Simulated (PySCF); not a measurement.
# One molecule, several mistakes: BCH5OSi

Calculated results; nothing here was measured. The program is PySCF 2.14.0, an open-source quantum chemistry code, run on an isolated molecule that a program drew, which may never have been made. The molecule is BCH5OSi (charge 0, singlet), drawn as the SMILES string `COB[SiH]`.

Each row is a Hartree-Fock (HF) and frozen-core CCSD(T) single point in the cc-pV(D+d)Z basis, meant for a local HF minimum. Run 1 is clean. Each other run has one planted mistake out of seven kinds, and not every kind appears here: one electron removed, one electron added, multiplicity raised by two, geometry at a saddle point, minimal basis STO-3G, one bond length entered in bohr, all coordinates scaled. The reference is restricted for singlets and unrestricted otherwise, and also for a bond in bohr. Adding or removing an electron swaps singlet and doublet. Electrons count all cores. HOMO and LUMO are orbital energies over both spins, the gradient is its largest component, and the lowest frequency (negative if imaginary) is given only where the gradient is small. Bond lengths are over the 8 bonds as drawn. T1 is the CCSD diagnostic: over 0.02 (restricted) or 0.045 (unrestricted) a single reference is doubtful.

Geometry of the clean run:
```xyz
9
BCH5OSi, angstrom
C     0.0178    0.3098   -1.5519
O     0.7949   -0.7525   -1.0681
B     0.3189   -1.7500   -0.3018
Si   -1.6032   -2.1549    0.3140
H     0.3574    0.5590   -2.5557
H    -1.0436    0.0489   -1.5979
H     0.1424    1.1839   -0.9117
H     1.1457   -2.5634    0.0525
H    -1.3938   -1.4541    1.6456
```

| run | electrons | basis functions | <S^2> | HOMO (eV) | LUMO (eV) | gradient (hartree/bohr) | lowest frequency (cm^-1) | mean bond (Å) | longest bond (Å) | T1 | HF (hartree) | CCSD(T) (hartree) | mistake |
|---|---|---|---|---|---|---|---|---|---|---|---|---|---|
| 1 | 38 | 90 | 0.000 | -8.44 | 0.51 | 4.4e-06 | 52 | 1.3514 | 2.058 | 0.0164 | -429.22007 | -429.78003 | no fault |
| 2 | 38 | 90 | 0.000 | -8.42 | 0.54 | 9.9e-03 | - | 1.3379 | 2.038 | 0.0161 | -429.21924 | -429.77757 | all coordinates scaled |
| 3 | 39 | 90 | 0.769 | -1.00 | 7.86 | 2.3e-02 | - | 1.3514 | 2.058 | 0.0177 | -429.22820 | -429.79775 | ? |
| 4 | 37 | 90 | 0.780 | -16.71 | -6.58 | 5.5e-02 | - | 1.3514 | 2.058 | 0.0253 | -428.94512 | -429.47978 | ? |

**Which mistake was planted in run 3, and what did it cost?**

It counts 39 electrons, one more than the clean run, at the same geometry and basis. So the mistake is: one electron added. Subtracting run 1 and multiplying by 627.51 kcal/mol a hartree, the energy moved by -5.1 kcal/mol in HF and -11.1 kcal/mol in CCSD(T).

**Which mistake was planted in run 4, and what did it cost?**

It counts 37 electrons, one fewer than the clean run, at the same geometry and basis. So the mistake is: one electron removed. Subtracting run 1 and multiplying by 627.51 kcal/mol a hartree, the energy moved by 172.5 kcal/mol in HF and 188.4 kcal/mol in CCSD(T).

